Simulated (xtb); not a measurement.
xtb input (GFN1-xTB):

```bash
xtb mol.xyz --gfn 1 --opt tight --chrg 0 --uhf 0
```
mol.xyz:
```
6

B     -0.01744833     0.01357282     0.00081580
F      0.32283310     1.30600505     0.06635391
O     -1.33694995    -0.29348533    -0.00724029
O      0.94257609    -0.95327315    -0.05558063
H     -1.50394033    -1.23992490    -0.05573206
H      1.84067489    -0.60791677    -0.04296477
```

End of the output:

```
rotational constants/cm⁻¹ :        0.3455222E+00   0.3268091E+00   0.1679526E+00

 * 5 selected distances

     #   Z          #   Z                                           value/Å
     1   5 B        2   9 F                                       1.3471541
     1   5 B        3   8 O                                       1.3461537
     1   5 B        4   8 O                                       1.3560445 (max)
     3   8 O        5   1 H                                       0.9590669
     4   8 O        6   1 H                                       0.9589773 (min)

 * 3 distinct bonds (by element types)

   Z      Z             #   av. dist./Å        max./Å        min./Å
   1 H    8 O           2     0.9590221     0.9590669     0.9589773
   5 B    8 O           2     1.3510991     1.3560445     1.3461537
   5 B    9 F           1     1.3471541     1.3471541     1.3471541

optimized geometry written to: xtbopt.xyz

           -------------------------------------------------
          | TOTAL ENERGY              -17.169383858537 Eh   |
          | GRADIENT NORM               0.000297520121 Eh/α |
          | HOMO-LUMO GAP               9.654068454473 eV   |
           -------------------------------------------------

------------------------------------------------------------------------
------------------------------------------------------------------------
 total:
 SCF:
 ANC optimizer:
```
